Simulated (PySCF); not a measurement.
Gas-phase reaction: 2 SnO2 + H2 ⇌ Sn2O2 + 2 OH, at 500 K and a standard pressure of 1 bar. Level: B3LYP/def2-TZVP†.

Method: PySCF energies plus ideal-gas RRHO corrections (1 bar). † marks an energy on the PBE0/def2-TZVP geometry and frequencies. Open shells (unrestricted): OH (multiplicity 2, electronic degeneracy 4); the rest are closed-shell singlets. Spin-orbit splitting is ignored; it lowers the true energy and changes the entropy of OH. B3LYP is the form with VWN-RPA correlation. Sn: scalar-relativistic def2 core potential, no spin-orbit coupling. SnO2, Sn2O2: computed as isolated molecules; such fragments, hydroxides, amides, oligomers or adducts are transient or little studied in the gas. The harmonic model lacks anharmonicity and excited electronic states, which grow with temperature; levels with a mode under 35 cm⁻¹ are left out.

```tsv
species	E (Ha)	H(500 K) − E (kJ/mol)	S°(500 K) (J/mol/K)
SnO2	-364.81113	35.2	282.9
H2	-1.17967	40.9	145.5
Sn2O2	-579.36512	45.3	351.0
OH	-75.76815	37.0	199.0
```
E: electronic energy; H − E holds the zero-point and thermal terms. 1 Ha = 2625.5 kJ/mol.

Task: Work out ΔH°, ΔS°, ΔG° and log10 K from these numbers.

Result: 1. ΔE = 1×(-579.36512) + 2×(-75.76815) − 2×(-364.81113) − 1×(-1.17967) = -0.09949 Ha = -261.2 kJ.
2. Δ(H − E) = 1×(45.3) + 2×(37.0) − 2×(35.2) − 1×(40.9) = 8.0 kJ, so ΔH° = -253.2 kJ.
3. ΔS° = 1×(351.0) + 2×(199.0) − 2×(282.9) − 1×(145.5) = 37.7 J/K; the number of gas molecules stays the same.
4. ΔG° = ΔH° − TΔS° = -253.2 − 500×(37.7)/1000 = -272.1 kJ.
5. log10 K = −ΔG°/(RT ln 10) = 28.43, with RT ln 10 = 9.57 kJ/mol; at standard pressures the products are favoured.
6. A shift of 10 kJ in ΔE would move log10 K by 1.04 here.
For scale, ΔH°(298 K) is -252 kJ at this level, -300 kJ at ωB97M-V/def2-TZVP†, and runs from -640 to 73 kJ over the 18 levels computed.
